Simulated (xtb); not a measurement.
xtb input (GFN2-xTB):

```bash
xtb mol.xyz --gfn 2 --sp --chrg 0 --uhf 0
```
mol.xyz:
```
8

C     -2.57200524    -0.32058763     0.08779760
Sn    -0.44990932    -0.05607895     0.01535804
Br     0.58903018    -1.55993633    -1.67205907
Br     0.14712063     2.28186143    -0.58957898
Br     0.59659730    -0.55580470     2.21614355
H     -2.77375501    -1.35491913     0.35530723
H     -2.97077891     0.35793351     0.83792735
H     -2.97415268    -0.08975521    -0.89561475
```

Output:

```
           -------------------------------------------------
          |                Calculation Setup                |
           -------------------------------------------------

           -------------------------------------------------
          |                 G F N 2 - x T B                 |
           -------------------------------------------------

        Reference                      10.1021/acs.jctc.8b01176
      * Hamiltonian:
        H0-scaling (s, p, d)           1.850000    2.230000    2.230000
        zeta-weighting                 0.500000
      * Dispersion:
        s8                             2.700000
        a1                             0.520000
        a2                             5.000000
        s9                             5.000000
      * Repulsion:
        kExp                           1.500000    1.000000
        rExp                           1.000000
      * Coulomb:
        alpha                          2.000000
        third order                    shell-resolved
        anisotropic                    true
        a3                             3.000000
        a5                             4.000000
        cn-shift                       1.200000
        cn-exp                         4.000000
        max-rad                        5.000000

          ...................................................
          :                      SETUP                      :
          :.................................................:
          :  # basis functions                  47          :
          :  # atomic orbitals                  43          :
          :  # shells                           17          :
          :  # electrons                        32          :
          :  max. iterations                   250          :
          :  Hamiltonian                  GFN2-xTB          :
          :  restarted?                      false          :
          :  GBSA solvation                  false          :
          :  PC potential                    false          :
          :  electronic temp.          300.0000000     K    :
          :  accuracy                    1.0000000          :
          :  -> integral cutoff          0.2500000E+02      :
          :  -> integral neglect         0.1000000E-07      :
          :  -> SCF convergence          0.1000000E-05 Eh   :
          :  -> wf. convergence          0.1000000E-03 e    :
          :  Broyden damping             0.4000000          :
          :  net charge                          0          :
          :  unpaired electrons                  0          :
          ...................................................

 iter      E             dE          RMSdq      gap      omega  full diag
   1    -16.5584980 -0.165585E+02  0.118E+01    2.87       0.0  T
   2    -13.5749646  0.298353E+01  0.134E+01    5.01       1.0  T
   3    -18.0811445 -0.450618E+01  0.540E+00    2.58       1.0  T
   4    -17.9914066  0.897379E-01  0.483E+00    2.48       1.0  T
   5    -18.1969893 -0.205583E+00  0.200E+00    2.61       1.0  T
   6    -18.2012850 -0.429568E-02  0.162E+00    2.42       1.0  T
   7    -18.2147324 -0.134474E-01  0.532E-01    2.41       1.0  T
   8    -18.2167120 -0.197967E-02  0.759E-01    2.32       1.0  T
   9    -18.2186199 -0.190792E-02  0.241E-01    2.35       1.0  T
  10    -18.2187654 -0.145422E-03  0.645E-02    2.37       1.0  T
  11    -18.2187886 -0.232260E-04  0.412E-02    2.36       1.0  T
  12    -18.2187905 -0.189847E-05  0.162E-02    2.36       2.2  T
  13    -18.2187903  0.187244E-06  0.774E-03    2.36       4.6  T
  14    -18.2187908 -0.483125E-06  0.610E-04    2.36      58.0  T
  15    -18.2187908  0.387012E-07  0.198E-03    2.36      17.8  T
  16    -18.2187908 -0.408916E-07  0.424E-04    2.36      83.3  T

   *** convergence criteria satisfied after 16 iterations ***

         #    Occupation            Energy/Eh            Energy/eV
      -------------------------------------------------------------
         1        2.0000           -0.8921155             -24.2757
       ...           ...                  ...                  ...
        10        2.0000           -0.4821979             -13.1213
        11        2.0000           -0.4497056             -12.2371
        12        2.0000           -0.4497056             -12.2371
        13        2.0000           -0.4451049             -12.1119
        14        2.0000           -0.4429310             -12.0528
        15        2.0000           -0.4429310             -12.0528
        16        2.0000           -0.4401583             -11.9773 (HOMO)
        17                         -0.3533521              -9.6152 (LUMO)
        18                         -0.1471787              -4.0049
        19                         -0.1471787              -4.0049
        20                         -0.1259499              -3.4273
        21                         -0.0355755              -0.9681
       ...                                ...                  ...
        43                          1.2587512              34.2524
      -------------------------------------------------------------
                  HL-Gap            0.0868061 Eh            2.3621 eV
             Fermi-level           -0.3967552 Eh          -10.7963 eV

 SCC (total)                   0 d,  0 h,  0 min,  0.009 sec
 SCC setup                      ...        0 min,  0.000 sec (  0.740%)
 Dispersion                     ...        0 min,  0.000 sec (  0.225%)
 classical contributions        ...        0 min,  0.000 sec (  0.124%)
 integral evaluation            ...        0 min,  0.001 sec ( 15.526%)
 iterations                     ...        0 min,  0.005 sec ( 55.827%)
 molecular gradient             ...        0 min,  0.003 sec ( 26.657%)
 printout                       ...        0 min,  0.000 sec (  0.756%)

         :::::::::::::::::::::::::::::::::::::::::::::::::::::
         ::                     SUMMARY                     ::
         :::::::::::::::::::::::::::::::::::::::::::::::::::::
         :: total energy             -18.154893634585 Eh    ::
         :: gradient norm              0.022593958429 Eh/a0 ::
         :: HOMO-LUMO gap              2.362115354652 eV    ::
         ::.................................................::
         :: SCC energy               -18.218771423664 Eh    ::
         :: -> isotropic ES           -0.000702624191 Eh    ::
         :: -> anisotropic ES          0.004650864595 Eh    ::
         :: -> anisotropic XC         -0.000635880885 Eh    ::
         :: -> dispersion             -0.008403835172 Eh    ::
         :: repulsion energy           0.063877789080 Eh    ::
         :: add. restraining           0.000000000000 Eh    ::
         :: total charge               0.000000000000 e     ::
         :::::::::::::::::::::::::::::::::::::::::::::::::::::

           -------------------------------------------------
          |                Property Printout                |
           -------------------------------------------------

    * Orbital Energies and Occupations

         #    Occupation            Energy/Eh            Energy/eV
      -------------------------------------------------------------
         1        2.0000           -0.8921155             -24.2757
       ...           ...                  ...                  ...
         4        2.0000           -0.8089495             -22.0126
         5        2.0000           -0.6471553             -17.6100
         6        2.0000           -0.5463928             -14.8681
         7        2.0000           -0.5463928             -14.8681
         8        2.0000           -0.4839008             -13.1676
         9        2.0000           -0.4821979             -13.1213
        10        2.0000           -0.4821979             -13.1213
        11        2.0000           -0.4497056             -12.2371
        12        2.0000           -0.4497056             -12.2371
        13        2.0000           -0.4451049             -12.1119
        14        2.0000           -0.4429310             -12.0528
        15        2.0000           -0.4429310             -12.0528
        16        2.0000           -0.4401583             -11.9773 (HOMO)
        17                         -0.3533521              -9.6152 (LUMO)
        18                         -0.1471787              -4.0049
        19                         -0.1471787              -4.0049
        20                         -0.1259499              -3.4273
        21                         -0.0355755              -0.9681
        22                         -0.0355755              -0.9681
        23                         -0.0007343              -0.0200
        24                         -0.0007343              -0.0200
        25                          0.0066517               0.1810
        26                          0.0138280               0.3763
        27                          0.0154586               0.4207
       ...                                ...                  ...
        43                          1.2587512              34.2524
      -------------------------------------------------------------
                  HL-Gap            0.0868061 Eh            2.3621 eV
             Fermi-level           -0.3967552 Eh          -10.7963 eV

     #   Z          covCN         q      C6AA      α(0)
     1   6 C        3.657    -0.133    23.394     6.943
     2  50 Sn       3.387     0.427   321.165    33.151
     3  35 Br       0.834    -0.179   189.747    22.209
     4  35 Br       0.834    -0.179   189.747    22.209
     5  35 Br       0.834    -0.179   189.747    22.209
     6   1 H        0.927     0.081     1.970     2.195
     7   1 H        0.927     0.081     1.970     2.195
     8   1 H        0.927     0.081     1.970     2.195

 Mol. C6AA /au·bohr⁶  :       4643.547255
 Mol. C8AA /au·bohr⁸  :     323469.315386
 Mol. α(0) /au        :        113.305643

Wiberg/Mayer (AO) data.
largest (>0.10) Wiberg bond orders for each atom

 ---------------------------------------------------------------------------
     #   Z sym  total        # sym  WBO       # sym  WBO       # sym  WBO
 ---------------------------------------------------------------------------
     1   6 C    3.982 --     7 H    0.969     8 H    0.969     6 H    0.969
                             2 Sn   0.530     4 Br   0.182     5 Br   0.182
                             3 Br   0.182
     2  50 Sn   3.049 --     4 Br   0.821     5 Br   0.821     3 Br   0.821
                             1 C    0.530
     3  35 Br   1.244 --     2 Sn   0.821     1 C    0.182     4 Br   0.117
                             5 Br   0.117
     4  35 Br   1.244 --     2 Sn   0.821     1 C    0.182     5 Br   0.117
                             3 Br   0.117
     5  35 Br   1.244 --     2 Sn   0.821     1 C    0.182     4 Br   0.117
                             3 Br   0.117
     6   1 H    0.993 --     1 C    0.969
     7   1 H    0.993 --     1 C    0.969
     8   1 H    0.993 --     1 C    0.969
 ---------------------------------------------------------------------------

Topologies differ in total number of bonds
Writing topology from bond orders to xtbtopo.mol

molecular dipole:
                 x           y           z       tot (Debye)
 q only:       -1.497      -0.187       0.051
   full:       -2.184      -0.272       0.075       5.597
molecular quadrupole (traceless):
                xx          xy          yy          xz          yz          zz
 q only:        8.627       1.627      -4.220      -0.445      -0.056      -4.407
  q+dip:       15.901       2.998      -7.778      -0.821      -0.102      -8.124
   full:       16.125       3.040      -7.887      -0.833      -0.104      -8.238

           -------------------------------------------------
          | TOTAL ENERGY              -18.154893634585 Eh   |
Note: The following floating-point exceptions are signalling: IEEE_DENORMAL
normal termination of xtb
          | GRADIENT NORM               0.022593958429 Eh/α |
          | HOMO-LUMO GAP               2.362115354652 eV   |
           -------------------------------------------------

------------------------------------------------------------------------
------------------------------------------------------------------------
 total:
 SCF:
```
